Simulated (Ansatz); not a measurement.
Ansatz (a program for electronic structure) input:

Ansatz 0.2 input:
```yaml
crystal:
  periodic: [false, false, false]
  atoms:
    - {symbol: C, position_ang: [-3.19961069, -0.65922978, -1.24557347]}
    - {symbol: C, position_ang: [-2.17577638, -0.37173244, -0.15146587]}
    - {symbol: C, position_ang: [-0.77359183, -0.20404142, -0.70687728]}
    - {symbol: O, position_ang: [0.13380875, 0.06087950, 0.35474162]}
    - {symbol: Si, position_ang: [1.75082786, 0.30011401, 0.13082570]}
    - {symbol: N, position_ang: [2.57606647, 0.59589596, 1.59466396]}
    - {symbol: H, position_ang: [-4.19982183, -0.77633805, -0.82658300]}
    - {symbol: H, position_ang: [-3.23959579, 0.15276685, -1.97566413]}
    - {symbol: H, position_ang: [-2.95716546, -1.57793225, -1.78518055]}
    - {symbol: H, position_ang: [-2.44374201, 0.53807706, 0.39173010]}
    - {symbol: H, position_ang: [-2.16292144, -1.18275759, 0.58112798]}
    - {symbol: H, position_ang: [-0.47209503, -1.11482476, -1.24070172]}
    - {symbol: H, position_ang: [-0.75526495, 0.62040647, -1.43168411]}
    - {symbol: H, position_ang: [1.93895000, 1.47767026, -0.75050690]}
    - {symbol: H, position_ang: [2.32977463, -0.91725608, -0.48691739]}
    - {symbol: H, position_ang: [2.75374969, -0.15068032, 2.24766143]}
    - {symbol: H, position_ang: [2.48748029, 1.48098650, 2.06807751]}
basis:
  gaussian:
    orbitals: def2-TZVPD
hamiltonian:
  xc: {name: r2SCAN}
output: {forces: true}
```

Question: Predict the final energy.

Answer: -540.41615 Eh (r2SCAN/def2-TZVPD). The basis has 330 functions.
